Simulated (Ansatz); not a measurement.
Reactions of CH₄AlFOSi (`F[SiH]1O[CH2][AlH]1`).

Computed with Ansatz on PBE0-D4/def2-TZVP structures; ΔE is electronic, products minus reactants. CBS: MP2 limit from def2 TZ/QZ plus the TZ coupled-cluster correction, frozen cores. This one scheme is used for every species, atoms too. DFT in def2-TZVPP. B3LYP here is the variant with VWN-RPA as its local correlation; programs differ in this. No spin–orbit coupling; open shells (•) take unrestricted orbitals. Spin–orbit coupling would lower the free atoms: a little for Al, C, F, O, Si.

```json
{"reaction": "`F[SiH]1O[CH2][AlH]1` + SiH₄ → `[SiH3][SiH]1O[CH2][AlH]1` + H–F", "CCSD(T)/CBS(def2) (kJ/mol)": "143"}
{"reaction": "`F[SiH]1O[CH2][AlH]1` → `[F][Al]1[CH2]O[SiH2]1`", "CCSD(T)/CBS(def2) (kJ/mol)": "-46"}
{"reaction": "`F[SiH]1O[CH2][AlH]1` + H₂ → `[CH2]1O[SiH2][AlH]1` + H–F", "CCSD(T)/CBS(def2) (kJ/mol)": "?"}
{"reaction": "`F[SiH]1O[CH2][AlH]1` → Al• + C• + F• + 4 H• + O• + Si•", "CCSD(T)/CBS(def2) (kJ/mol)": "3207"}
```

Fill in the missing values. (Best estimate.)

Computed: `F[SiH]1O[CH2][AlH]1` + H₂ → `[CH2]1O[SiH2][AlH]1` + H–F: +127.9 kJ/mol.

Largest T1 diagnostic: 0.018, for Al•.
